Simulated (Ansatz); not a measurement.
Two isomers of CH4BrClSi: A = `Cl[SiH2]CBr`, B = `[SiH3]C(Cl)Br`.

Gas-phase electronic energies from Ansatz, PBE0-D4/def2-TZVP geometries. CCSD(T)/CBS is the MP2 limit (def2-TZVPP, def2-QZVPP) plus CCSD(T) − MP2 in def2-TZVPP, frozen cores. Functionals use def2-TZVPP. B3LYP here is the variant with VWN-RPA as its local correlation; programs differ in this. For Br outer-core shells are correlated without core-valence functions, which leaves a few kJ/mol of doubt a bond. Scalar relativity is left out up to krypton. Each species was taken in one conformer, which may not be the lowest.

A:

Z-matrix (Å, degrees):
```
Si
C 1 1.871
Cl 1 2.048 2 109.7
H 1 1.484 2 108.9 3 -118.0
H 1 1.479 2 110.3 3 120.0
Br 2 1.941 1 110.5 3 -65.6
H 2 1.091 1 111.0 3 175.9
H 2 1.089 1 112.1 3 53.8
```

B:

Z-matrix (Å, degrees):
```
Si
C 1 1.894
H 1 1.483 2 108.5
H 1 1.480 2 107.8 3 120.5
H 1 1.485 2 108.2 3 -119.6
Cl 2 1.769 1 110.0 3 178.3
Br 2 1.945 1 108.7 3 -58.9
H 2 1.088 1 113.8 3 58.0
```

(1) Which is lower in electronic energy at CCSD(T)/CBS, and by how much? (An estimate is asked.)

(2) Give E(B) − E(A) in kJ/mol with r2SCAN-D4, ωB97M-V, PBE-D4, B3LYP-D4, B3LYP, PBE0-D4, CCSD/def2-TZVPP. (Estimate.)

Largest T1 diagnostic: 0.009.

Results:

(1) Ansatz gave: A, by 172.9 kJ/mol.

(2) The calculation gave: r2SCAN-D4 174.0, ωB97M-V 174.8, PBE-D4 163.3, B3LYP-D4 170.1, B3LYP 171.8, PBE0-D4 172.4, CCSD/def2-TZVPP 175.4. None reverses the order clearly.

From PBE to PBE0 (25 % exact exchange), in def2-TZVPP and without D4, E(B) − E(A) moves by +8.9 kJ/mol. In def2-TZVPP, CCSD(T) changes the Hartree–Fock value by −16.4 kJ/mol (the triples alone add −3.7 kJ/mol) and MP2 by −13.0 kJ/mol.
